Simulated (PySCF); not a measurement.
SbF₄, SMILES [F][Sb+]([F])([F])[F], charge +1. The structure is a stationary point at PBE-D3(BJ)/def2-SVP. The multiplicity is an assumed one; other spin states were not compared. The isomer is the one that the SMILES or the coordinates give; other isomers of the formula were not compared. The def2 effective core potentials stand for the cores of Sb; spin–orbit coupling is left out.

All values below come from PBE-D3(BJ)/def2-SVP in PySCF.

Harmonic wavenumbers (cm⁻¹): 134, 134, 177, 177, 177, 638, 711, 711, 711. Rotational constants (GHz): 2.809, 2.809, 2.809; symmetry number 12.

Problem. Work out the zero-point energy and the ideal-gas rigid-rotor harmonic-oscillator thermochemistry at 298.15 K and 1 atm.

Solution. ZPE = ½ Σ hcν = ½ × 3570 cm⁻¹ = 21.36 kJ/mol. H − E(el) = 40.72 kJ/mol. Entropy in J/(mol K): translation 174.68, rotation 92.62, vibration 59.02, total 326.32. G − E(el) = -56.57 kJ/mol. Cp = 86.93 J/(mol K). Modes under 150 cm⁻¹ make the vibrational entropy uncertain.
